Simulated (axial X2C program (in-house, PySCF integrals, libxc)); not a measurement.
# Photoelectron levels of InSe⁻ by EOM-IP-CCSD

Calculated with an in-house all-electron X2C program for linear molecules (integrals from PySCF): two-component X2C with atomic mean-field Coulomb and Gaunt terms, Gaussian nuclei, basis In dyall-acv3z, Se dyall-acv3z with contracted cores.

R = 2.558 Å (1.045 times 2.448 Å, the PBE0 minimum at charge -1 for the lowest determinant).

Vertical detachment energies of InSe⁻ to the states of InSe:

| Ω of InSe | vertical detachment energy (eV) | above lowest (cm⁻¹) | ionised spinor | one-hole weight |
| --- | --- | --- | --- | --- |
| 3/2 | 2.507 | 0 | 79% Se pπ, 11% In pπ, 6% In dπ | 0.92 |
| 1/2 | 2.606 | 799 | 30% Se pπ, 28% Se pσ, 22% In pσ | 0.94 |
| 1/2 | 2.780 | 2204 | 50% Se pπ, 18% Se pσ, 13% In pσ | 0.93 |
| 1/2 | 6.380 | 31238 | 57% In sσ, 32% Se pσ | 0.83 |

Task: What is the splitting of the first π pair in the table, and is it regular or inverted?

Result: E(3/2) − E(1/2) = 0 − 799 = -799 cm⁻¹ at EOM-IP-CCSD: inverted, Ω = 3/2 lower. Splittings at this level can be off by ten to twenty per cent.

This point took 21 s on 1 thread of Arm Neoverse V1, with other jobs on the host.

Reference electrons by ω block (each with its −ω partner): 1/2: 27, 3/2: 12, 5/2: 3. 20 electrons of InSe⁻ correlated (inner shells frozen), 82 natural virtual spinors (a truncated set); levels can be off by some tenths of an eV. Roots sought by Ω: (1/2: 4, 3/2: 3, 5/2: 1); the list ends where they run out and leaves out roots under 60 % one-particle weight. The solver can skip a root, and states that need a further excitation, which the method places far too high, are missing though they may lie low or lowest. T1 of the reference 0.019 (Lee–Taylor). Number of frozen shells: In 4 s, 3 p, 1 d; Se 3 s, 2 p, 1 d.
